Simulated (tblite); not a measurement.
C₅H₅N₂O (doublet state).
Geometry (GFN2-xTB, Å), atoms numbered from 1 in this order:
```
atom  x, y, z in Å
C1    -2.2302   -1.0079    0.6805
C2    -1.1008   -0.4011    0.7320
C3    -0.3964    0.2538   -0.4854
C4    -0.2103    1.6493   -0.2191
N5    -0.0304    2.7523    0.0316
C6     0.9485   -0.4632   -0.6897
N7     1.8857   -0.1331    0.2240
O8     1.1102   -1.2807   -1.5598
H9    -3.0061   -1.2923    0.0127
H10   -0.5383   -0.2953    1.6510
H11   -1.0066    0.1144   -1.3815
H12    2.8022   -0.5407    0.1355
H13    1.7681    0.6451    0.8505
```

Level: GFN2-xTB in tblite, geometry and Hessian alike; calculated harmonic values, unscaled, isolated species. The method is semi-empirical: single wavenumbers can be off by several per cent or more. One conformer, not necessarily the lowest. Open shells enter through the occupations alone, without spin polarisation, and single modes of such species can be off by tens of per cent.

Harmonic wavenumbers (cm⁻¹): 51.4, 61.6, 134.7, 176.1, 202.1, 334.0, 371.6, 399.2, 472.9, 505.9, 543.7, 563.8, 614.2, 673.9, 683.7, 877.4, 894.7, 914.9, 1020.9, 1039.8, 1141.8, 1201.5, 1231.8, 1270.4, 1452.3, 1712.3, 1787.3, 2379.2, 2971.0, 3020.6, 3227.3, 3462.3, 3528.1.

A = 2297, B = 2070, C = 1321 MHz; mass 109.040 u (most abundant isotopes); point group C1, symmetry number 1; spin multiplicity 2.

Question: What is the zero-point energy?

Answer: ½Σν̃ = 19461 cm⁻¹ = 232.81 kJ/mol.

Question: Entropy at 298.15 K, 1 bar (ideal gas, RRHO, classical rotation)?

Answer: Translation 167.37, rotation 118.53, vibration 100.93, spin (R ln 2) 5.76: S = 392.6 J/(mol K).

Question: And Cp and H(298.15 K) − H(0)?

Answer: Cp = 137.44 J/(mol K), of which vibrations give 104.18 (their classical limit is 33 R = 274.4); H(298.15 K) − H(0) = 25.77 kJ/mol without the zero-point energy, 15.85 from vibrations.

Question: Which modes carry the vibrational entropy at 298.15 K?

Answer: 51.4 cm⁻¹: 19.93; 61.6 cm⁻¹: 18.43; 134.7 cm⁻¹: 12.04; 176.1 cm⁻¹: 9.91; 202.1 cm⁻¹: 8.84; 334.0 cm⁻¹: 5.19 J/(mol K); the other 27 give 26.58 together.

Question: Blend soft modes into free rotors: weight 1/[1 + (100 cm⁻¹/ν̃)⁴] for the oscillator and the rest for a rotor with moment μB/(μ + B), μ = h/(8π²ν), B = 10⁻⁴⁴ kg m². What vibrational entropy results?

Answer: 91.86 J/(mol K) in place of 100.93, which changes −T·S at 298.15 K by +2.70 kJ/mol.

Hindered rotation and anharmonicity are outside this model. Other conformers, if any are populated, would add a mixing term that is left out. The structure is chiral; the term R ln 2 for an equal mix with its mirror image is left out.

Hardware: one thread of an Arm Neoverse V2, no GPU, shared host. Cost: 0.25 s wall. The figure is for the frequency step alone.
